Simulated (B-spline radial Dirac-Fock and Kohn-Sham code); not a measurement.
**Binding energies of Ni²⁺ in different valence configurations**

These are calculated numbers from a radial finite-basis atomic code; the model is Dirac-Fock energy differences between relaxed states, corrected for Breit and QED terms. No correlation.

Reference: the tabulated ground configuration [Ar] 3d8, with 1s 8367.5 eV, 2s 1048.4 eV, 2p1/2 907.7 eV, 2p3/2 890.6 eV, 3p1/2 106.3 eV, 3p3/2 104.1 eV, Kα1 7476.9 eV, Kβ1 8263.4 eV.

Q: One of these configurations gives the following shifts from the reference, in eV: average energy +14.07, 1s +10.93, 2s +12.00, 2p1/2 +11.88, 2p3/2 +11.89, 3p1/2 +9.29, 3p3/2 +9.23, Kα1 -0.96, Kβ1 +1.70. Which?
A. [Ar] 3d7 4p1
B. [Ar] 3d6 4s2
C. [Ar] 3d7 4s1

A: A. The others give [Ar] 3d7 4s1: 1s +9.39; [Ar] 3d6 4s2: 1s +20.11.
